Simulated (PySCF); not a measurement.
## AsO: energy against distance

Set-up: basis As pcseg-1, O pcseg-1; no relativity; PySCF 2.14. Energies in eV from As + O in their ground configurations at the same level. State: ²Π (doublet), unpaired electrons π ↑.

```
R (Å)      UHF  PBEsol   B3LYP
1.416   0.9589  -3.482  -2.627
1.481   0.0179  -4.570  -3.702
1.547  -0.4369  -5.191  -4.304
1.597  -0.5382  -5.431  -4.528
1.646  -0.4916  -5.527  -4.605
1.695  -0.3291  -5.510  -4.569
1.761   0.0187  -5.357  -4.389
1.843   0.5935  -5.023  -4.019
1.942   1.3919  -4.494  -3.447
2.074   2.4914  -3.701  -2.589
```

**Question.** Put a parabola through the three lowest points of the PBEsol curve and estimate Re, k and ωe (reduced mass 13.18 u; 1 eV/Å² = 0.16022 mdyn/Å; ωe = 1302.8·√(k/μ) cm⁻¹).

**Answer.** Through R = 1.597, 1.646, 1.695 Å the second-order coefficient is 23.5 eV/Å², so Re ≈ 1.663 Å, k ≈ 7.54 mdyn/Å and ωe ≈ 985 cm⁻¹. A polynomial fit of higher order to the unrounded PBEsol energies gives Re = 1.662 Å, k = 6.74 mdyn/Å, ωe = 932 cm⁻¹; anharmonicity and rounding make the difference.

The higher-order fit for each curve: PBEsol: Re = 1.662 Å, ωe = 932 cm⁻¹, De = 5.53 eV; B3LYP: Re = 1.653 Å, ωe = 959 cm⁻¹, De = 4.61 eV. UHF gave no clean fit.

⟨S²⟩ of the unrestricted solution departs from its pure value on part of the curve, where spin states mix. Spin–orbit coupling is left out. The state was picked by a PBE0 search and need not be the measured ground state.
